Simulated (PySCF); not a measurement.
Vertical excitations of a molecule C2H6ClNSi from TDA-CAM-B3LYP/def2-SVPD (PySCF), as energy in eV (oscillator strength): 6.63 (0.024), 6.78 (0.014), 7.50 (0.121), 7.55 (0.277), 7.70 (0.011), 7.86 (0.112), 7.98 (0.013), 8.16 (0.145), 8.30 (0.049), 8.40 (0.015). Lowest triplet (TDA): 4.20 eV. Coordinates come from a PBE0-D3(BJ)/def2-SVP optimisation. The values are those of a single conformer.

### Question
Identify the compound among the candidates.
(A) CN(C)[Si]Cl
(B) C/C=N/[SiH2]Cl
(C) C/N=C\[SiH2]Cl
(D) C=C[SiH](N)Cl

### Answer
D, C=C[SiH](N)Cl
